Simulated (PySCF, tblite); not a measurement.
Isomers of C7H9OPSi. All values are computed: GFN2-xTB (tblite) harmonic vibrations without scaling, gas phase. Against measured fundamentals such values can be off by several per cent, at times by over 20. Modes of hydrogen on phosphorus and silicon can be 10 to 20 % off. One conformer each.

Electronic energies: PBE0/pcSseg-1 single points on the GFN2-xTB geometries (PySCF, gas phase).

```csv
SMILES,"electronic energy, lowest = 0 (kJ/mol)"
C[Si@@H](P)C#Cc1ccco1,117.3
CC(=O)c1cpccc1[SiH3],0.0
Cc1pccc(C=O)c1[SiH3],43.1
C=C/C([SiH3])=P/c1ccoc1,178.5
```

Q: How do GFN2-xTB zero-point energies change the relative energies?

A: 
```
                 SMILES  ZPE (kJ/mol)  of it from modes above 1550 cm⁻¹  electronic (kJ/mol)  with ZPE, lowest = 0 (kJ/mol)  lowest mode (cm⁻¹)  rings
   CC(=O)c1cpccc1[SiH3]         349.1                             158.8                  0.0                            0.0                  63      1
   Cc1pccc(C=O)c1[SiH3]         346.0                             157.9                 43.1                           40.0                  34      1
  C[Si@@H](P)C#Cc1ccco1         343.8                             175.5                117.3                          112.0                  3i      1
C=C/C([SiH3])=P/c1ccoc1         344.9                             162.1                178.5                          174.3                  44      1
```

The zero-point energies span 5.3 kJ/mol, from `C[Si@@H](P)C#Cc1ccco1` to `CC(=O)c1cpccc1[SiH3]`. Slightly imaginary modes are left out of the zero-point energy: `C[Si@@H](P)C#Cc1ccco1` 3.2i cm⁻¹. The order is unchanged.

Q: And how do the electronic energies of GFN2-xTB itself compare?

A: `CC(=O)c1cpccc1[SiH3]` 0.0; `Cc1pccc(C=O)c1[SiH3]` 45.8; `C[Si@@H](P)C#Cc1ccco1` 127.3; `C=C/C([SiH3])=P/c1ccoc1` 122.9 kJ/mol, lowest = 0. Against the energies above, taken from the same isomer `CC(=O)c1cpccc1[SiH3]`, the largest difference is 55.6 kJ/mol.

Q: What do entropy and thermal enthalpy add at 298.15 K and 1 bar (rigid rotor, harmonic oscillator, one conformer each)?

A: 
```csv
SMILES,point group,symmetry number,S (J/(mol K)),H − H(0) (kJ/mol),ZPE + H − H(0) − TS (kJ/mol)
CC(=O)c1cpccc1[SiH3],Cs,1,423.9,30.78,253.5
Cc1pccc(C=O)c1[SiH3],C1,1,440.6,32.37,247.0
C=C/C([SiH3])=P/c1ccoc1,C1,1,445.7,32.61,244.6
```

Not tabulated: `C[Si@@H](P)C#Cc1ccco1` (lowest mode only 3i cm⁻¹).
